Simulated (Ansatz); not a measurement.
Harmonic frequencies (cm⁻¹) at PBE0-D4/def2-TZVP from Ansatz: 127, 127, 159, 220, 220, 246, 375, 492, 492, 581, 590, 590, 663, 960, 961, 1068, 1206, 1206, 1407, 1481, 1481, 2397, 2397, 2402, 3084, 3183, 3183.

Question: Which molecule is it?
A. `C/C=C\C#N`
B. `CCCC(N)=O`
C. `C/C=C/Cl`
D. `CC(C#N)(C#N)C#N`

Answer: D.
